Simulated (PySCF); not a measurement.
Si(AsH2)(F)3 (AsF₃H₂Si), SMILES F[Si](F)(F)[AsH2]. Geometry: PBE-D3(BJ)/def2-SVP.

The numbers are results of PySCF 2.14.0 with PBE-D3(BJ)/def2-SVP, not measurements.

Harmonic wavenumbers (cm⁻¹): 84, 136, 141, 231, 288, 288, 444, 586, 631, 816, 935, 947, 956, 2129, 2145. Rotational constants (GHz): 3.776, 1.331, 1.328; symmetry number 1.

Question: Work out the zero-point energy and the ideal-gas rigid-rotor harmonic-oscillator thermochemistry at 298.15 K and 1 atm.

Answer: ZPE = ½ Σ hcν = ½ × 10757 cm⁻¹ = 64.34 kJ/mol. H − E(el) = 85.46 kJ/mol. Entropy in J/(mol K): translation 172.20, rotation 118.27, vibration 69.06, total 359.53. G − E(el) = -21.74 kJ/mol. Cp = 101.62 J/(mol K). Modes under 150 cm⁻¹ make the vibrational entropy uncertain.
